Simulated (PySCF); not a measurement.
C5H10O, SMILES C1OCC[C@@H]1C.

Geometry optimised at r2SCAN-D4/def2-SVP. Other conformers were not sampled.

Method: SMD-M06-2X/def2-SVP (PySCF).

Solvation free energies are E(SMD) − E(gas) at the gas-phase geometry, for 1 M in both phases. In vacuum the dipole moment is 1.89 D.

| solvent | ΔG(solv) (kcal/mol) | its non-electrostatic (CDS) part | dipole (D) |
|---|---|---|---|
| water | -2.3 | 2.7 | 2.50 |
| diethylether | -4.6 | -2.7 | 2.14 |
| ethanol | -5.2 | -0.8 | 2.42 |
